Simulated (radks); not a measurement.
Spherical quantum dot in the effective-mass picture: electrons in a parabolic well V = omega^2 r^2 / 2 with omega = 3.24, with a point charge +1 (a donor) at the centre, all in effective atomic units (hartree* = m*/eps^2 hartree, bohr* = eps/m* bohr), one dielectric constant everywhere. Calculated with a radial shooting solver with Libxc functionals: non-relativistic Kohn-Sham, PBE, spin-polarised, spherical densities. Levels are named by radial order and angular momentum (1s, 1p, 1d, 2s, ...), and open shells are averaged over m.

N = 14, configuration 1s2 1p6 1d(up 5, down 0) 2s(up 1, down 0). This is the lowest configuration that the search found. Occupied and some empty levels:

level    occupation  eigenvalue (hartree*)  <r> (bohr*)
1s up             1                 16.294       0.6911
1s down           1                 16.482       0.6863
1p up             3                 18.906       0.9602
1p down           3                 19.136       0.9523
2s up             1                 21.131        1.002
1d up             5                 21.370        1.131
2s down           0                 21.404        1.013
1d down           0                 21.639        1.129
1f up             0                 23.929        1.267
2p up             0                 24.191        1.157
1f down           0                 24.206        1.270
2p down           0                 24.379        1.168
1g up             0                 26.592        1.385
1g down           0                 26.853        1.392

Energy (hartree*): total 189.603, kinetic 50.093, external 62.700, Hartree 89.003, exchange-correlation -12.194.

Electron density:

r (bohr*)  n(r) (e/bohr*^3)
0.0942                3.881
0.199                 3.146
0.304                 2.606
0.409                 2.245
0.514                 2.025
0.619                 1.885
0.724                 1.764
0.829                 1.614
0.934                 1.411
1.04                  1.161
1.14                 0.8872
1.25                 0.6262
1.35                 0.4064
1.46                 0.2421
1.56                 0.1324
1.67                0.06659
1.77                0.03083
1.88                0.01311
1.98               0.005130
2.09               0.001847
